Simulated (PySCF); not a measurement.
Computed spin Hamiltonian

Species: C₅H₅N₃ (charge +1 and doublet state).
Structure used (GFN2-xTB), in Å, numbered top down from 1:
```
atom  x, y, z in Å
N1     3.6273   -0.5659   -0.1003
C2     2.4952   -0.6009    0.0528
C3     1.1142   -0.6043    0.3372
C4     0.2843    0.3317   -0.1605
C5     0.8169    1.4036   -0.9283
N6     1.2724    2.2290   -1.5722
C7    -1.2233    0.3897   -0.0086
N8    -1.8584   -0.7908    0.3771
H9     0.7963   -1.4041    0.9939
H10   -1.3610    1.1915    0.7544
H11   -1.6766    0.7812   -0.9283
H12   -2.7645   -1.0273    0.0046
H13   -1.5272   -1.3329    1.1603
```

The hyperfine couplings belong to this conformer and change with its torsions.

The species is `N#C/C=C(\C#N)C[NH2+]` [radical] (charge +1).

Method used: UKS B3LYP, pcH-1 on C H N, non-relativistic, mean-field spin-orbit, GIAO (PySCF 2.14.0). One conformer (not necessarily the lowest) at the GFN2-xTB geometry, without solvent, vibrations or thermal averaging. Couplings are sensitive to structure, and on GFN2-xTB geometries they can be far from those on DFT ones, by a factor of two or more for some ions and for spin on atoms past the first row. Stability of the SCF solution: not tested.

```
g1, g2, g3                      : 2.00240, 2.00435, 2.00475
g_iso                           : 2.00384
Form of g                       : rhombic: the two nearest values differ by 17 % of g3 − g1
⟨S²⟩                            : 0.7584 (exact 0.7500)
HOMO–LUMO gap, α and β orbitals : 5.34, 1.20 eV
Basis functions                 : 250
```

Isotropic coupling and dipolar principal values T1 to T3, in MHz; ρ(0) is the spin density at the nucleus:

| atom | isotope | a_iso | T1 | T2 | T3 | Mulliken spin population | ρ(0) (bohr⁻³) |
| --- | --- | --- | --- | --- | --- | --- | --- |
| N1 | 14N | 2.4 | -6.1 | -5.1 | 11.2 | 0.13 | 0.0074 |
| C2 | 13C | -9.8 | -2.8 | -2.2 | 5.0 | -0.03 | -0.0087 |
| C3 | 13C | 8.1 | -12.1 | -10.8 | 22.9 | 0.15 | 0.0072 |
| C4 | 13C | 25.8 | -14.1 | -6.5 | 20.6 | 0.05 | 0.0229 |
| C5 | 13C | 1.2 | -2.2 | -0.6 | 2.8 | 0.00 | 0.0011 |
| N6 | 14N | 0.5 | -2.9 | -1.6 | 4.5 | 0.03 | 0.0015 |
| C7 | 13C | -32.8 | -8.3 | -4.1 | 12.4 | -0.03 | -0.0292 |
| N8 | 14N | 25.4 | -28.2 | -28.0 | 56.2 | 0.60 | 0.0787 |
| H9 | 1H | -10.1 | -3.9 | -0.4 | 4.4 | -0.01 | -0.0022 |
| H10 | 1H | 341.2 | -7.9 | -5.7 | 13.7 | 0.13 | 0.0763 |
| H11 | 1H | 42.6 | -5.2 | -3.6 | 8.9 | 0.01 | 0.0095 |
| H12 | 1H | -43.0 | -32.6 | -8.0 | 40.6 | -0.02 | -0.0096 |
| H13 | 1H | -37.4 | -31.7 | -7.8 | 39.5 | -0.02 | -0.0084 |

The largest Mulliken spin populations are on N8 (+0.60), C3 (+0.15), H10 (+0.13) and N1 (+0.13). The angles at N8 add up to 358.9°, so it is planar; its axial dipolar tensor and the negative couplings of its protons fit spin in a p orbital normal to that plane.

Under fast tumbling the dipolar parts average out, and these isotropic splittings remain: 2 × 1H (H10/H11, I = 1/2, 3 lines) with 6.84 mT, 1 × 1H (H12, I = 1/2, 2 lines) with 1.53 mT, 1 × 1H (H13, I = 1/2, 2 lines) with 1.33 mT, 1 × 14N (N8, I = 1, 3 lines) with 0.91 mT, 1 × 1H (H9, I = 1/2, 2 lines) with 0.36 mT and 1 × 14N (N1, I = 1, 3 lines) with 0.09 mT.

Means are taken over nuclei equivalent by connectivity, which assumes that they swap fast. H12 and H13 aren't averaged: N8 is flat or nearly so (angle sum 359°), and its turn about the short N8–C7 bond (1.39 Å) is taken as slow. The 1H value of +191.9 MHz is a mean of couplings from 42.6 to 341.2 MHz in this one geometry, not an average over conformers.

The 13C coupling of C7 (-32.8 MHz) shows only in satellite lines or after enrichment, since that isotope makes up about 1.07 % of natural carbon.

β density exceeds α density at some nuclei, such as C7 (-0.0292), H12 (-0.0096) and C2 (-0.0087), spin density in bohr⁻³. In a single determinant that takes different orbitals for the two spins, that is spin polarisation.
